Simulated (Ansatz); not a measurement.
Species: C₄H₆OSi, charge 0, multiplicity 1. SMILES: C1=CO[SiH2]C=C1
Coordinates optimised at B3LYP-D3(BJ)/def2-TZVP (Ansatz, a quantum-chemistry and plane-wave program):
```
C
C 1 1.3496
H 2 1.0842 1 118.50
H 1 1.0865 2 119.29 3 0.00
C 1 1.4499 4 115.75 2 -180.00
C 5 1.3430 1 123.40 4 180.00
O 6 1.3465 5 124.76 1 0.00
H 5 1.0807 6 117.63 7 180.00
H 6 1.0832 5 122.50 8 0.00
Si 7 1.6824 6 124.93 9 180.00
H 10 1.4826 7 108.07 6 122.07
H 10 1.4826 11 107.33 7 -116.33
```

Wanted: vertical ionisation energy (to the doublet state of charge +1; each state is the SCF solution reached for its spin; the UHF <S^2> is 0.90 for the doublet (pure: 0.75); for the singlet the Hartree-Fock reference is unstable and T1 is 0.014), in eV. Correlated levels leave the core frozen unless marked. Open shells are spin-unrestricted. Spin-orbit coupling is left out. No relativistic terms. Basis-set limits of correlation are two-point, X^-3; Hartree-Fock from the larger set. The bracket is a focal-point correction in the basis named.

```tsv
level	program	vertical ionisation energy (eV)
PBE/def2-TZVPD	Ansatz	8.15
B3LYP/def2-TZVPD	Ansatz	(withheld)
PBE0/def2-TZVPD	Ansatz	8.24
CAM-B3LYP/def2-TZVPD	Ansatz	8.33
wB97M-V/def2-TZVPD	Ansatz	8.33
wB97X-V/def2-TZVPD	Ansatz	8.32
RI-MP2/CBS(aug-cc-pV(T+d)Z,aug-cc-pV(Q+d)Z)+[CCSD(T)-MP2]/aug-cc-pV(T+d)Z	Ansatz	8.62
```

**Question.** Complete the blanks.

**Answer.** 
- B3LYP/def2-TZVPD, vertical ionisation energy (eV): 8.25
